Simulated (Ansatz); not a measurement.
A nudged elastic band was laid between two geometries of CH7BNP (11 atoms, charge 0, multiplicity 1).

Computed with RKS PBE0/cc-pVDZ (Ansatz).

```
movable images  : 1
climbing image  : yes
spring          : 5.0 eV/Å²
optimiser       : quadratic models (default)
start path      : IDPP
force threshold : 0.03 eV/Å
iteration limit : 60
end points      : relaxed
```

Initial state:

```xyz
11
Properties=species:S:1:pos:R:3
C -1.027 1.183 0.020
B 0.490 0.907 0.279
P 1.398 -0.629 -0.292
N 0.363 -2.022 -0.352
H -1.162 2.108 -0.569
H -1.515 1.391 0.991
H -1.577 0.367 -0.473
H 1.199 1.765 0.757
H 2.251 -0.912 0.815
H 0.159 -2.290 -1.311
H -0.514 -1.926 0.155
```

Final state:

```xyz
11
Properties=species:S:1:pos:R:3
C -1.028 1.182 0.022
B 0.490 0.906 0.279
P 1.399 -0.628 -0.295
N 0.365 -2.022 -0.354
H -1.163 2.105 -0.568
H -1.515 1.392 0.993
H -1.578 0.365 -0.469
H 1.198 1.764 0.760
H 2.251 -0.910 0.815
H -0.513 -1.924 0.151
H 0.161 -2.288 -1.314
```

(1) Which bonds break or form, and what moves?

(2) Give the energies along the band, and the barrier.

(3) What is the geometry of the highest image?

Answers

(1) No bond is made or broken. The height of N4 over the plane of its neighbours goes from -0.35 to 0.35 Å. The two ends are copies of one structure, up to a mirror image or an exchange of like atoms.

(2) The run converged. The highest image is number 1 of 0 to 2, 18.6 kJ/mol above the ends, which have the same energy within 2 meV. The order of the stationary point at the top wasn't checked. So few images can step over the top or miss a turn of the path.

```json
{"image": "0", "path coordinate (Å)": "0.00", "energy (kJ/mol)": "0.0", "height of N4 over the plane of its neighbours (Å)": "-0.35"}
{"image": "1", "path coordinate (Å)": "1.71", "energy (kJ/mol)": "18.6", "height of N4 over the plane of its neighbours (Å)": "0.47"}
{"image": "2", "path coordinate (Å)": "3.62", "energy (kJ/mol)": "0.0", "height of N4 over the plane of its neighbours (Å)": "0.35"}
```

(3) 
```xyz
11
Properties=species:S:1:pos:R:3:forces:R:3
C -0.956 1.302 -0.084 -0.01 0.01 0.03
B 0.519 0.931 0.265 0.01 0.00 -0.01
P 1.330 -0.732 -0.126 0.00 0.01 -0.01
N -0.011 -1.906 -0.186 0.01 0.00 0.00
H -0.977 2.062 -0.887 0.00 0.00 -0.01
H -1.414 1.801 0.789 0.00 0.00 -0.01
H -1.590 0.452 -0.373 0.00 0.00 0.00
H 1.284 1.774 0.683 0.00 -0.01 0.00
H 1.832 -1.009 1.182 0.00 0.00 0.00
H -0.354 -1.893 -1.150 0.00 0.00 0.00
H 0.404 -2.837 -0.093 0.00 0.00 0.00
```

The run took 22 s on 2 threads of Arm Neoverse V2, on a shared host, peak memory 0.19 GiB.
